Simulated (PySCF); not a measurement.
CH4BClO. Atoms are numbered in the order given.

```xyz
8

B      0.1377    -0.4255     0.0000
Cl    -0.2428     1.3325     0.0000
C     -1.0173    -1.4792     0.0000
H     -1.6655    -1.3385     0.8814
H     -0.6361    -2.5109     0.0000
H     -1.6655    -1.3385    -0.8814
O      1.4324    -0.8005     0.0000
H      2.0509    -0.0571     0.0000
```

Geometry optimised at B3LYP-D3(BJ)/def2-SVP. One conformer was computed; it need not be the lowest.

These are M06-2X/def2-TZVPD (PySCF) values and carry that method's errors.

Symmetry labels are those of the subgroup Cs that the program uses (full group Cs).

Question: List the valence orbital energies around the gap with their symmetry. (Estimate from the structure and the level; the computed values follow.)

Answer: 
| orbital | symmetry | energy (eV) |
|---|---|---|
| HOMO−7 | A' | -14.93 |
| HOMO−6 | A' | -13.52 |
| HOMO−5 | A" | -13.45 |
| HOMO−4 | A' | -12.44 |
| HOMO−3 | A" | -12.22 |
| HOMO−2 | A' | -11.16 |
| HOMO−1 | A" | -10.67 |
| HOMO | A' | -10.29 |
| LUMO | A' | -0.10 |
| LUMO+1 | A' | 0.70 |
| LUMO+2 | A" | 0.93 |
| LUMO+3 | A' | 0.95 |
